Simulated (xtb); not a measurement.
Br$_{2}$, triplet, from a rough starting geometry (a higher spin typed on purpose: for a closed-shell molecule this is an excited state); GFN2-xTB in xtb.

The xtb input:
```
$ xtb mol.xyz --gfn 2 --uhf 2 --opt vtight --json

# file mol.xyz
2

Br     1.13737523    -0.00911919    -0.00466226
Br    -1.15172343    -0.02341447     0.04358935
```

Question: Predict the main parts of the log of this xtb run.

Answer: 
```
   ID    Z sym.   atoms
    1   35 Br     1, 2

           -------------------------------------------------
          |                Calculation Setup                |
           -------------------------------------------------

           -------------------------------------------------
          |                 G F N 2 - x T B                 |
           -------------------------------------------------

          ...................................................
          :                      SETUP                      :
          :.................................................:
          :  # basis functions                  20          :
          :  # atomic orbitals                  18          :
          :  # shells                            6          :
          :  # electrons                        14          :
          :  max. iterations                   250          :
          :  Hamiltonian                  GFN2-xTB          :
          :  restarted?                      false          :
          :  GBSA solvation                  false          :
          :  PC potential                    false          :
          :  electronic temp.          300.0000000     K    :
          :  accuracy                    1.0000000          :
          :  -> integral cutoff          0.2500000E+02      :
          :  -> integral neglect         0.1000000E-07      :
          :  -> SCF convergence          0.1000000E-05 Eh   :
          :  -> wf. convergence          0.1000000E-03 e    :
          :  Broyden damping             0.4000000          :
          :  net charge                          0          :
          :  unpaired electrons                  2          :
          ...................................................

 iter      E             dE          RMSdq      gap      omega  full diag
   1     -8.0759247 -0.807592E+01  0.104E+01    8.66       0.0  T
   2     -8.0782032 -0.227849E-02  0.604E+00    8.88       1.0  T
   3     -8.0799069 -0.170368E-02  0.222E+00    9.14       1.0  T
   4     -8.0802895 -0.382544E-03  0.206E-01    9.24       1.0  T
   5     -8.0802898 -0.345329E-06  0.750E-02    9.24       1.0  T
   6     -8.0802899 -0.772088E-07  0.468E-04    9.24     151.0  T
   7     -8.0802899 -0.163425E-12  0.239E-04    9.24     296.2  T

   *** convergence criteria satisfied after 7 iterations ***

 transition dipole moment (au) for excitation:           7           8
     X       Y       Z
   0.0058  -0.1965   0.2146  total (au/Debye):    0.291   0.740
 dE (eV)             :    2.711
 oscillator strength :  0.79567E-02

         :::::::::::::::::::::::::::::::::::::::::::::::::::::
         ::                     SUMMARY                     ::
         :::::::::::::::::::::::::::::::::::::::::::::::::::::
         :: total energy              -8.078150080548 Eh    ::
         :: gradient norm              0.124140005563 Eh/a0 ::
         :: HOMO-LUMO gap              9.238298348794 eV    ::
         ::.................................................::
         :: SCC energy                -8.080289878658 Eh    ::
         :: -> isotropic ES            0.000042308076 Eh    ::
         :: -> anisotropic ES          0.004250430562 Eh    ::
         :: -> anisotropic XC         -0.018938891646 Eh    ::
         :: -> dispersion             -0.000964375526 Eh    ::
         :: repulsion energy           0.002139798110 Eh    ::
         :: add. restraining           0.000000000000 Eh    ::
         :: total charge               0.000000000000 e     ::
         :::::::::::::::::::::::::::::::::::::::::::::::::::::

      -----------------------------------------------------------
     |                   =====================                   |
     |                        A N C O P T                        |
     |                   =====================                   |
     |               Approximate Normal Coordinate               |
[...]
 * total energy  :    -8.0781501 Eh     change       -0.4440892E-13 Eh
 * total energy  :    -8.1138807 Eh     change       -0.3573065E-01 Eh
 * total energy  :    -8.1141431 Eh     change       -0.2623901E-03 Eh
 * total energy  :    -8.1142540 Eh     change       -0.1108946E-03 Eh
 * total energy  :    -8.1142553 Eh     change       -0.1296715E-05 Eh
 * total energy  :    -8.1142555 Eh     change       -0.2357968E-06 Eh
 * total energy  :    -8.1142555 Eh     change       -0.8089529E-11 Eh
   *** GEOMETRY OPTIMIZATION CONVERGED AFTER 7 ITERATIONS ***
         :: total energy              -8.114255544477 Eh    ::
[...]
         :: -> anisotropic XC         -0.000059411559 Eh    ::
         :: -> dispersion             -0.000943310504 Eh    ::
         :: repulsion energy           0.000017911378 Eh    ::
         :: add. restraining           0.000000000000 Eh    ::
         :: total charge               0.000000000000 e     ::
         :::::::::::::::::::::::::::::::::::::::::::::::::::::

           -------------------------------------------------
          |                Property Printout                |
           -------------------------------------------------

    * Orbital Energies and Occupations

         #    Occupation            Energy/Eh            Energy/eV
      -------------------------------------------------------------
         1        2.0000           -0.8716825             -23.7197
         2        2.0000           -0.8674063             -23.6033
         3        2.0000           -0.4970736             -13.5261
         4        2.0000           -0.4697669             -12.7830
         5        2.0000           -0.4697669             -12.7830
         6        1.5000           -0.4573642             -12.4455
         7        1.5000           -0.4573642             -12.4455
         8        1.0000           -0.4238483             -11.5335 (HOMO)
         9                         -0.0067571              -0.1839 (LUMO)
        10                         -0.0067571              -0.1839
        11                         -0.0036799              -0.1001
        12                         -0.0036799              -0.1001
        13                         -0.0023609              -0.0642
        14                         -0.0023609              -0.0642
        15                          0.0007744               0.0211
        16                          0.0007744               0.0211
        17                          0.0233936               0.6366
        18                          0.0932022               2.5362
      -------------------------------------------------------------
                  HL-Gap            0.4170912 Eh           11.3496 eV
             Fermi-level           -0.3363334 Eh           -9.1521 eV

     #   Z          covCN         q      C6AA      α(0)
     1  35 Br       0.728    -0.000   184.203    21.880
     2  35 Br       0.728     0.000   184.203    21.880

 Mol. C6AA /au·bohr⁶  :        736.813215
 Mol. C8AA /au·bohr⁸  :      46587.955443
 Mol. α(0) /au        :         43.760203

Wiberg/Mayer (AO) data.
largest (>0.10) Wiberg bond orders for each atom

 ---------------------------------------------------------------------------
     #   Z sym  total        # sym  WBO       # sym  WBO       # sym  WBO
 ---------------------------------------------------------------------------
     1  35 Br   0.828 --     2 Br   0.828
     2  35 Br   0.828 --     1 Br   0.828
 ---------------------------------------------------------------------------

Topologies differ in total number of bonds
Writing topology from bond orders to xtbtopo.mol

molecular dipole:
                 x           y           z       tot (Debye)
 q only:       -0.000      -0.000       0.000
   full:        0.000       0.000      -0.000       0.000
molecular quadrupole (traceless):
                xx          xy          yy          xz          yz          zz
 q only:        0.000       0.000      -0.000      -0.000      -0.000      -0.000
  q+dip:       -1.611      -0.015       0.806       0.051       0.000       0.805
   full:       -1.099      -0.010       0.550       0.035       0.000       0.549

optimized geometry written to: xtbopt.xyz

           -------------------------------------------------
          | TOTAL ENERGY               -8.114255544477 Eh   |
          | GRADIENT NORM               0.000000026114 Eh/α |
          | HOMO-LUMO GAP              11.349629167513 eV   |
           -------------------------------------------------

normal termination of xtb
```
